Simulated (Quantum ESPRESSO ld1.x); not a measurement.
The numbers below are computed, except where a source is named.
C+, 5 electrons, occupied as [He] 2s2 7p1 (not the ground configuration). Code: ld1.x of Quantum ESPRESSO 7.5. Model: Dirac Kohn-Sham, PBEsol, spin-unpolarised, spherical densities, point nucleus; open shells are shared between the two j in proportion to 2j + 1.

X-ray form factor f0, the Fourier transform of the density (f0(0) = 5):

sin(theta)/lambda (1/angstrom)  f0 (electrons)
0.05                                     3.918
0.1                                      3.701
0.15                                     3.364
0.2                                      2.999
0.25                                     2.644
0.3                                      2.341
0.4                                      1.910
0.5                                      1.668
0.6                                      1.527
0.8                                      1.325
1                                        1.124
1.25                                     0.878
1.5                                      0.668
2                                        0.379
